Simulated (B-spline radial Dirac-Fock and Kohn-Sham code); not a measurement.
# X-ray form factors of thallium in several charge states

Calculated with a radial finite-basis atomic code, using relativistic Hartree-Fock (Dirac-Fock) wave functions, averaged over the configuration.

Configurations: Tl²⁵⁺ [Kr] 4d10 4f10; Tl²⁶⁺ [Kr] 4d10 4f9; Tl²⁷⁺ [Kr] 4d10 4f8; Tl²⁹⁺ [Kr] 4d10 4f6. The first column is f₀ of Tl²⁵⁺, the others are differences from it.

| s (Å⁻¹) | Tl²⁵⁺ | Δ Tl²⁶⁺ | Δ Tl²⁷⁺ | Δ Tl²⁹⁺ |
| --- | --- | --- | --- | --- |
| 0 | 56.000 | -1.000 | -2.000 | -4.000 |
| 0.05 | 55.888 | -0.994 | -1.989 | -3.980 |
| 0.1 | 55.554 | -0.978 | -1.957 | -3.919 |
| 0.15 | 55.003 | -0.951 | -1.905 | -3.819 |
| 0.2 | 54.247 | -0.915 | -1.834 | -3.684 |
| 0.25 | 53.298 | -0.870 | -1.747 | -3.516 |
| 0.3 | 52.174 | -0.818 | -1.645 | -3.321 |
| 0.35 | 50.892 | -0.761 | -1.532 | -3.103 |
| 0.4 | 49.475 | -0.698 | -1.410 | -2.867 |
| 0.45 | 47.944 | -0.633 | -1.282 | -2.620 |
| 0.5 | 46.323 | -0.567 | -1.151 | -2.366 |
| 0.6 | 42.902 | -0.436 | -0.892 | -1.859 |
| 0.7 | 39.388 | -0.315 | -0.651 | -1.382 |
| 0.8 | 35.936 | -0.211 | -0.441 | -0.961 |
| 0.9 | 32.668 | -0.126 | -0.270 | -0.612 |
| 1 | 29.671 | -0.062 | -0.138 | -0.338 |
| 1.1 | 26.996 | -0.016 | -0.044 | -0.138 |
| 1.2 | 24.663 | +0.013 | +0.018 | -0.001 |
| 1.4 | 20.980 | +0.037 | +0.072 | +0.129 |
| 1.6 | 18.394 | +0.037 | +0.075 | +0.150 |
